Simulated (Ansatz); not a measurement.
Calculated with Ansatz (gas phase, PBE0-D4/def2-TZVP geometries, no zero-point term in ΔE). CCSD(T)/CBS adds triple-zeta CCSD(T) − MP2 to the extrapolated MP2 energy (def2 sets, frozen cores). This one scheme is used for every species. Functionals use def2-TZVPP. One conformer a species, not always the lowest.

Reaction (redistribution): `N[Si](O)(Cl)Cl` + `[SiH3][SiH3]` → `O[SiH](Cl)Cl` + `N[SiH2][SiH3]`

```tsv
level	ΔE (kJ/mol)
ωB97M-V	33.1
PBE0	31.3
```

Q: What does CCSD(T)/CBS give? (Estimate.)

A: Computed: +31.9 kJ/mol. The listed levels differ from it by 1.2, -0.6 kJ/mol.

Largest T1 diagnostic among the species: 0.013.

The D4 term adds +3.9 kJ/mol with B3LYP and +2.0 kJ/mol with PBE0; it sums over pairs of atoms, weighted by their polarisabilities, and B3LYP, whose exchange is more repulsive, gets the larger term.

B3LYP here is the variant with VWN-RPA as its local correlation; programs differ in this.
